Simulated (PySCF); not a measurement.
# Atomic charges against the basis set

Species: C3H5F3Si.
SMILES with atom numbers: `[F:1][CH2:2]/[C:3]([F:4])=[C:5](\[F:6])[SiH3:7]` (hydrogens: H8, H9 on C2; H10, H11, H12 on Si7)

PBE0 throughout (PySCF), one geometry, spherical d and f functions. One conformer (not necessarily the lowest) at the PBE0-D3(BJ)/def2-SVP geometry, without solvent, vibrations or thermal averaging. The first 7 of 9 kinds of atom are listed.

Mulliken charges (e):

```tsv
basis	functions	F1	C2	C3	F4	C5	F6	Si7
STO-3G	44	-0.107	-0.058	+0.045	-0.081	-0.107	-0.080	+0.536
6-31G	77	-0.329	-0.036	+0.301	-0.303	-0.008	-0.311	+0.537
pcSseg-0	77	-0.378	-0.007	+0.211	-0.337	-0.143	-0.344	+0.583
6-31G*	112	-0.330	-0.029	+0.334	-0.301	+0.098	-0.308	+0.320
cc-pVDZ	127	-0.234	+0.253	+0.062	-0.159	-0.008	-0.181	+0.256
def2-SVP	127	-0.270	+0.324	+0.082	-0.199	-0.054	-0.216	+0.390
aug-cc-pVDZ	210	-0.448	+0.811	+0.726	-0.582	+0.272	-0.561	-0.552
6-311+G(2d,p)	227	-0.237	-0.237	+0.378	-0.296	+0.071	-0.280	+0.399
def2-TZVP	253	-0.212	+0.016	+0.142	-0.179	+0.034	-0.190	+0.152
cc-pVTZ	284	-0.214	+0.133	+0.135	-0.153	-0.005	-0.172	+0.181
IGLO-III	304	-0.256	-0.015	+0.271	-0.245	-0.026	-0.251	+0.704
pcSseg-2	329	-0.289	+0.298	+0.241	-0.255	-0.039	-0.257	+0.561
```

IAO charges (e):

```json
{"basis": "STO-3G", "functions": "44", "F1": "-0.135", "C2": "-0.120", "C3": "+0.064", "F4": "-0.092", "C5": "-0.162", "F6": "-0.093", "Si7": "+0.626"}
{"basis": "6-31G", "functions": "77", "F1": "-0.291", "C2": "-0.022", "C3": "+0.216", "F4": "-0.240", "C5": "-0.021", "F6": "-0.243", "Si7": "+0.443"}
{"basis": "pcSseg-0", "functions": "77", "F1": "-0.282", "C2": "-0.021", "C3": "+0.205", "F4": "-0.229", "C5": "-0.039", "F6": "-0.232", "Si7": "+0.429"}
{"basis": "6-31G*", "functions": "112", "F1": "-0.302", "C2": "+0.017", "C3": "+0.239", "F4": "-0.250", "C5": "-0.032", "F6": "-0.256", "Si7": "+0.571"}
{"basis": "cc-pVDZ", "functions": "127", "F1": "-0.304", "C2": "+0.014", "C3": "+0.239", "F4": "-0.251", "C5": "-0.029", "F6": "-0.257", "Si7": "+0.561"}
{"basis": "def2-SVP", "functions": "127", "F1": "-0.305", "C2": "+0.019", "C3": "+0.239", "F4": "-0.251", "C5": "-0.032", "F6": "-0.256", "Si7": "+0.579"}
{"basis": "aug-cc-pVDZ", "functions": "210", "F1": "-0.321", "C2": "+0.015", "C3": "+0.245", "F4": "-0.261", "C5": "-0.021", "F6": "-0.268", "Si7": "+0.565"}
{"basis": "6-311+G(2d,p)", "functions": "227", "F1": "-0.321", "C2": "+0.013", "C3": "+0.246", "F4": "-0.262", "C5": "-0.029", "F6": "-0.270", "Si7": "+0.598"}
{"basis": "def2-TZVP", "functions": "253", "F1": "-0.320", "C2": "+0.017", "C3": "+0.249", "F4": "-0.262", "C5": "-0.031", "F6": "-0.269", "Si7": "+0.605"}
{"basis": "cc-pVTZ", "functions": "284", "F1": "-0.317", "C2": "+0.015", "C3": "+0.248", "F4": "-0.260", "C5": "-0.029", "F6": "-0.267", "Si7": "+0.589"}
{"basis": "IGLO-III", "functions": "304", "F1": "-0.321", "C2": "+0.014", "C3": "+0.248", "F4": "-0.262", "C5": "-0.030", "F6": "-0.270", "Si7": "+0.605"}
{"basis": "pcSseg-2", "functions": "329", "F1": "-0.321", "C2": "+0.016", "C3": "+0.249", "F4": "-0.262", "C5": "-0.030", "F6": "-0.269", "Si7": "+0.603"}
```

Hirshfeld charges (e):

```tsv
basis	functions	F1	C2	C3	F4	C5	F6	Si7
STO-3G	44	-0.079	+0.060	+0.001	-0.040	-0.066	-0.040	+0.354
6-31G	77	-0.130	+0.033	+0.058	-0.073	-0.032	-0.079	+0.287
pcSseg-0	77	-0.123	+0.028	+0.053	-0.071	-0.035	-0.077	+0.306
6-31G*	112	-0.119	+0.030	+0.060	-0.064	-0.034	-0.072	+0.288
cc-pVDZ	127	-0.108	+0.013	+0.050	-0.054	-0.039	-0.062	+0.301
def2-SVP	127	-0.115	+0.015	+0.057	-0.063	-0.033	-0.071	+0.309
aug-cc-pVDZ	210	-0.118	+0.008	+0.053	-0.067	-0.034	-0.076	+0.312
6-311+G(2d,p)	227	-0.121	+0.014	+0.052	-0.070	-0.035	-0.079	+0.318
def2-TZVP	253	-0.117	+0.011	+0.056	-0.067	-0.033	-0.076	+0.309
cc-pVTZ	284	-0.114	+0.009	+0.056	-0.063	-0.034	-0.071	+0.304
IGLO-III	304	-0.117	+0.007	+0.053	-0.069	-0.031	-0.078	+0.309
pcSseg-2	329	-0.118	+0.008	+0.057	-0.068	-0.033	-0.077	+0.314
```

Question: Which scheme is steadiest as the basis changes?

Answer: Largest range over the bases for any column: Hirshfeld 0.07 e, IAO 0.20 e, Mulliken 1.26 e. Hirshfeld charges move least and Mulliken charges most, counted in e. Without the minimal STO-3G basis the ranges are Hirshfeld 0.03, IAO 0.18, Mulliken 1.26 e.

Question: How much do the charges still move between the two largest bases, IGLO-III and pcSseg-2?

Answer: At most, over all atoms: Mulliken 0.313 e, IAO 0.002 e, Hirshfeld 0.005 e.

Question: What do the same runs give for the total energy, the frontier levels and the dipole moment?

Answer: 
```tsv
basis	energy (Eh)	HOMO (eV)	LUMO (eV)	μ (D)
STO-3G	-696.6995	-3.65	3.58	1.11
6-31G	-705.5885	-7.58	-0.60	1.94
pcSseg-0	-704.4317	-7.77	-0.85	2.03
6-31G*	-705.7136	-7.30	-0.44	1.50
cc-pVDZ	-705.7631	-7.43	-0.60	1.52
def2-SVP	-705.3380	-7.57	-0.72	1.58
aug-cc-pVDZ	-705.8005	-7.68	-0.94	1.66
6-311+G(2d,p)	-705.8915	-7.72	-0.98	1.69
def2-TZVP	-705.9335	-7.66	-0.90	1.59
cc-pVTZ	-705.9135	-7.60	-0.82	1.55
IGLO-III	-705.9405	-7.68	-0.95	1.64
pcSseg-2	-705.9369	-7.71	-0.93	1.67
```

The dipole is fixed by the density alone, so its range of 0.92 D shows that the density itself changes with the basis, not only its division among atoms.
